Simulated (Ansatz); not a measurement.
Cost and result for the atomization energy of C$_{2}$H$_{5}$FSi (`FC1C[SiH2]1`) (9 atoms, 9 bonds).

```xyz
9

F     1.417   -1.409    0.436
C     0.586   -0.644   -0.343
C    -0.825   -0.437    0.188
Si    0.173    1.127    0.063
H     0.652   -0.945   -1.386
H    -0.960   -0.785    1.210
H    -1.654   -0.698   -0.462
H    -0.046    2.090   -1.038
H     0.657    1.701    1.333
```

Total charge 0; spin multiplicity 1. All single points use the PBE0-D4/def2-TZVP geometry. Program: Ansatz. All runs use 2 threads of an Arm Neoverse V1 on a shared host. Times are those of one run each, without the atoms' runs, and a repeat can differ threefold. Electronic energies, without spin–orbit coupling; frozen cores. CCSD(T)/CBS adds CCSD(T) − MP2 in def2-TZVPP to the MP2 limit, and its time is that of the two runs behind it. T1 = 0.012. B3LYP takes the VWN-RPA correlation (the form of Gaussian; ORCA's B3LYP/G). HSE06 is the plane-wave form, built on full-range PBE exchange.

CCSD(T)/CBS is a level of theory with its own doubt, some kJ/mol a heavy atom from the limit and from the frozen cores, so smaller differences don't rank the functionals.

```
                            level  functions  wall time
             revPBE-D4/def2-TZVPP        205      2.3 s
               BLYP-D4/def2-TZVPP        205      2.3 s
                 CCSD(T)/def2-SVP         85      2.8 s
  PBE-D4/def2-TZVPP (with forces)        205      2.9 s
              BHLYP-D4/def2-TZVPP        205      3.1 s
              HSE06-D4/def2-TZVPP        205      3.1 s
B3LYP-D4/def2-TZVPP (with forces)        205      4.4 s
            r2SCANh-D4/def2-TZVPP        205      5.5 s
                B97M-V/def2-TZVPP        205       11 s
 ωB97M-V/def2-TZVPP (with forces)        205       12 s
                   MP2/def2-QZVPP        391       20 s
               CCSD(T)/def2-TZVPP        205       76 s
                CCSD(T)/CBS(def2)          –       96 s
```

(1) What atomization energy does each give, and how far from CCSD(T)/CBS? (Estimate.)

Results:

(1) Computed: 
```csv
level,atomization (kJ/mol),difference from CCSD(T)/CBS,per bond
revPBE-D4/def2-TZVPP,3203.5,-6.9,-0.8
BLYP-D4/def2-TZVPP,3202.2,-8.2,-0.9
CCSD(T)/def2-SVP,3035.7,-174.7,-19.4
PBE-D4/def2-TZVPP (with forces),3284.3,73.9,8.2
BHLYP-D4/def2-TZVPP,3114.6,-95.8,-10.7
HSE06-D4/def2-TZVPP,3228.6,18.2,2.0
B3LYP-D4/def2-TZVPP (with forces),3208.3,-2.1,-0.2
r2SCANh-D4/def2-TZVPP,3208.5,-1.9,-0.2
B97M-V/def2-TZVPP,3228.7,18.3,2.0
ωB97M-V/def2-TZVPP (with forces),3226.1,15.7,1.7
MP2/def2-QZVPP,3224.7,14.3,1.6
CCSD(T)/def2-TZVPP,3127.0,-83.4,-9.3
CCSD(T)/CBS(def2),3210.4,0.0,0.0
```

In def2-TZVPP, CCSD(T) changes the Hartree–Fock value by +795.0 kJ/mol (the triples alone add +47.9 kJ/mol) and MP2 by +843.1 kJ/mol; breaking electron pairs costs correlation energy, which Hartree–Fock lacks. Leaving LDA and LC-ωPBE aside and taking each functional with its dispersion term where it has one, the values spread over 169.7 kJ/mol, from BHLYP-D4 to PBE-D4. LDA lies +434.6 kJ/mol from PBE without D4, its usual overbinding. From r2SCAN to r2SCAN0 (25 % exact exchange), in def2-TZVPP and without D4, the atomization energy moves by −50.8 kJ/mol: exact exchange takes away binding that semilocal exchange gives to molecules.
